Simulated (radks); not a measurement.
Spherical jellium clusters: N electrons in a uniform positive sphere of charge N and radius rs N^(1/3), rs = 2.92 bohr. Calculated with a radial shooting solver with Libxc functionals: non-relativistic Kohn-Sham, LDA (Slater exchange, Perdew-Wang correlation), spin-polarised, spherical densities. Levels are named by radial order and angular momentum (1s, 1p, 1d, 2s, ...), and open shells are averaged over m.

N = 23, configuration 1s2 1p6 1d10 2s2 1f(up 3, down 0). This is the lowest configuration that the search found. Occupied and some empty levels:

level    occupation  eigenvalue (eV)  <r> (bohr)
1s up             1          -7.6997       5.121
1s down           1          -7.5467       4.998
1p up             3          -6.3567       6.105
1p down           3          -6.1368       6.041
1d up             5          -4.6859       6.850
1d down           5          -4.4311       6.830
2s up             1          -3.9401       5.893
2s down           1          -3.7963       5.958
1f up             3          -2.7828       7.572
1f down           0          -2.5188       7.601
2p up             0          -1.9984       7.612
2p down           0          -1.8602       7.698
1g up             0         -0.76676       8.520
1g down           0         -0.52391       8.665
2d up             0         -0.47908       10.61
2d down           0         -0.37661       10.99

Energy (eV): total -35.2619, kinetic 70.263, external -2030.8, Hartree 993.51, exchange-correlation -108.32, background 1040.1.

Electron density:

r (bohr)  n(r) (e/bohr^3)
0.615             0.01242
1.64              0.01088
2.67             0.009343
3.70             0.009101
4.72             0.009968
5.75              0.01025
6.78             0.008424
7.80             0.005054
8.83             0.002224
9.86            0.0008092
10.9            0.0002683
11.9           0.00008380
12.9           0.00002547
